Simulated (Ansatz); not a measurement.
Single points on the cluster B₈N⁺.

```yaml
crystal:
  periodic: [false, false, false]
  atoms:
    - {symbol: N, position_ang: [0.229880, -2.283607, -0.015991]}
    - {symbol: B, position_ang: [1.225127, 0.467289, 0.004495]}
    - {symbol: B, position_ang: [0.849769, 2.358445, 0.015597]}
    - {symbol: B, position_ang: [-1.075965, -2.087077, -0.015611]}
    - {symbol: B, position_ang: [2.211815, 1.670338, 0.012706]}
    - {symbol: B, position_ang: [0.842627, -1.121525, -0.007007]}
    - {symbol: B, position_ang: [-2.188194, -0.942131, -0.006298]}
    - {symbol: B, position_ang: [-1.708591, 0.523482, 0.003006]}
    - {symbol: B, position_ang: [-0.386477, 1.414797, 0.009105]}
basis:
  gaussian: {orbitals: def2-TZVP, initial_orbitals: start.molden}
total_charge: 1
hamiltonian: {xc: pbe0, dispersion: d4}
scf: {omitted_lower_state_checks: [starts]}
output: {orbitals: {seedname: orbitals}}
```

The file start.molden holds the orbitals of an earlier run on this structure, at another level or in another basis.

```sh
$ ansatz run in.yaml --threads 4 --pin off --events-out ev --progress --plain --max-ram 4787MiB
```

Output, abridged:

```
Functional definition: PBE0
1507 factors; their error is unknown
mean field evaluation 1: about -6697.3991 eV, gradient 2.2e2 eV
mean field evaluation 2: about -6763.7885 eV, gradient 1.0e2 eV
mean field evaluation 4: about -6865.2557 eV, gradient 2.3e1 eV
mean field evaluation 8: about -6876.6632 eV, gradient 1.6e0 eV
mean field -6876.72013225 eV, -252.7148036518 hartree, gradient 1.9e-5 eV, S^2 0.000000; 0 other end points of the search recorded, 0 dependent functions left out
reference -6876.72017091 eV, -252.7148050726 hartree; 23, 23 occupied and 256, 256 virtual orbitals, 1507 factors
Total energy: -6877.02487663 eV, -252.7260028012 hartree
Checks for a lower state left out: starts
```

Run time 5 s (4 threads of Arm Neoverse V2 on a shared host), peak host memory 0.75 GiB.

As the first input, with `hamiltonian: {xc: {name: wB97M-V}}` (abridged; 25 s):

```
Functional definition: wB97M-V
mean field -6883.79354680 eV, -252.9747468421 hartree, gradient 1.9e-5 eV, S^2 0.000000
Total energy: -6883.79360696 eV, -252.9747490528 hartree
Checks for a lower state left out: starts
```

As the first input, with `hamiltonian: {xc: pbe, dispersion: d4}`, `output: {forces: true, orbitals: {seedname: orbitals}}` (abridged; 3.1 s):

```
Functional definition: PBE
mean field -6876.20730901 eV, -252.6959577455 hartree, gradient 1.5e-5 eV, S^2 0.000000
Total energy: -6876.56357718 eV, -252.7090503592 hartree
Atom 0 force     0.310887    -0.449819    -0.003573 eV/Å
Atom 1 force     0.176082    -0.315105    -0.003262 eV/Å
Atom 2 force     0.141166    -0.035749    -0.000598 eV/Å
Atom 3 force    -0.665226     0.301289     0.003909 eV/Å
Atom 4 force    -0.215154     0.015097     0.000388 eV/Å
Atom 5 force     0.139364     0.600369     0.004366 eV/Å
Atom 6 force     0.352985     0.008077    -0.001601 eV/Å
Atom 7 force     0.326283     0.083727     0.000050 eV/Å
Atom 8 force    -0.566387    -0.207886     0.000321 eV/Å
Dipole moment:    -0.087233     0.037149    -0.000459 e Å
Checks for a lower state left out: starts
```

As the first input, with `hamiltonian: {xc: {name: CAM-B3LYP}, dispersion: d4}` (abridged; 9.5 s):

```
Functional definition: CAM-B3LYP
mean field -6880.96329402 eV, -252.8707369706 hartree, gradient 2.1e-5 eV, S^2 0.000000
Total energy: -6881.27823864 eV, -252.8823109722 hartree
Checks for a lower state left out: starts
```

First input, but with `gaussian: {orbitals: def2-SVP, initial_orbitals: start.molden}`, `hamiltonian: {xc: pbe, dispersion: d4}` (abridged; 1.1 s):

```
Functional definition: PBE
mean field -6868.92533221 eV, -252.4283500338 hartree, gradient 1.7e-5 eV, S^2 0.000000
Total energy: -6869.28158945 eV, -252.4414422458 hartree
Checks for a lower state left out: starts
```

As the first input, with `gaussian: {orbitals: def2-TZVPP, initial_orbitals: start.molden}`, `correlation: {method: ccsd_t}` and without the key `hamiltonian` (abridged; 11 min):

```
Functional definition: HF
mean field evaluation 16: about -6837.2270 eV, gradient 2.1e1 eV
mean field evaluation 32: about -6833.6433 eV, gradient 7.3e0 eV
mean field evaluation 64: about -6833.6852 eV, gradient 9.2e0 eV
mean field -6841.98602721 eV, -251.4383488354 hartree, gradient 4.9e-6 eV, S^2 0.000000; 1 other end points of the search recorded, 0 dependent functions left out; unrestricted orbitals would lower it
determinant -6841.98602721 eV, -251.4383488354 hartree, with singles and doubles -6866.57170358 eV, -252.3418557771 hartree
determinant -6841.19249361 eV, -251.4091870133 hartree, with singles and doubles -6865.84063480 eV, -252.3149894950 hartree
9 core orbitals not correlated: weight in the atoms' cores, before any rotation towards them, 1.000 or more for the frozen orbitals, at most 0.000 for the correlated occupied ones
second order -23.38042135 eV of doubles, -0.00000000 eV of singles
cycle   1  -24.19796991 eV  change    -1.4e0 eV  update   3.9e-2
cycle   2  -24.29099687 eV  change   -9.3e-2 eV  update   9.7e-3
cycle   3  -24.27981841 eV  change    1.1e-2 eV  update   5.7e-3
cycle   4  -24.28212274 eV  change   -2.3e-3 eV  update   3.0e-3
cycle   5  -24.28511914 eV  change   -3.0e-3 eV  update   2.0e-3
cycle   6  -24.28596139 eV  change   -8.4e-4 eV  update   8.4e-4
cycle   7  -24.28638616 eV  change   -4.2e-4 eV  update   3.7e-4
cycle   8  -24.28668260 eV  change   -3.0e-4 eV  update   1.8e-4
cycle   9  -24.28669249 eV  change   -9.9e-6 eV  update   9.8e-5
cycle  10  -24.28662252 eV  change    7.0e-5 eV  update   5.0e-5
cycle  11  -24.28660139 eV  change    2.1e-5 eV  update   2.7e-5
perturbative correction -1.81917386 eV, -0.0668534062 hartree
Total energy: -6868.09180246 eV, -252.3977183808 hartree
Checks for a lower state left out: starts
```

The first input with `correlation: {method: mp2}` and without the key `hamiltonian` (abridged; 7 s):

```
Functional definition: HF
mean field -6841.98602721 eV, -251.4383488354 hartree, gradient 4.9e-6 eV, S^2 0.000000; unrestricted orbitals would lower it
mean field evaluation 16: about -6842.6301 eV, gradient 3.1e-1 eV
9 core orbitals not correlated: weight in the atoms' cores, before any rotation towards them, 1.000 or more for the frozen orbitals, at most 0.000 for the correlated occupied ones
second order -23.38042135 eV of doubles, -0.00000000 eV of singles
Total energy: -6865.36644857 eV, -252.2975634723 hartree
Checks for a lower state left out: starts
```

Geometry: PBE0-D4/def2-SVP.

Correlated methods freeze 9 core orbitals. The restricted singlet is unstable towards broken spin symmetry in Hartree–Fock (as tested in another run); at PBE0-D4/def2-TZVP, ωB97M-V/def2-TZVP, PBE-D4/def2-TZVP, CAM-B3LYP-D4/def2-TZVP and others this wasn't settled. At CCSD(T)/def2-TZVPP T1 of the charge 1 singlet is large (up to 0.031), so the single-reference result is doubtful. At CCSD(T)/def2-TZVPP, MP2/def2-TZVP the restricted singlet (for correlated methods, its reference) is unstable: a solution with broken spin symmetry lies lower. Another isomer (singlet) lies 2.76 eV lower at PBE0-D4/def2-TZVP; other spin states weren't run for this one.
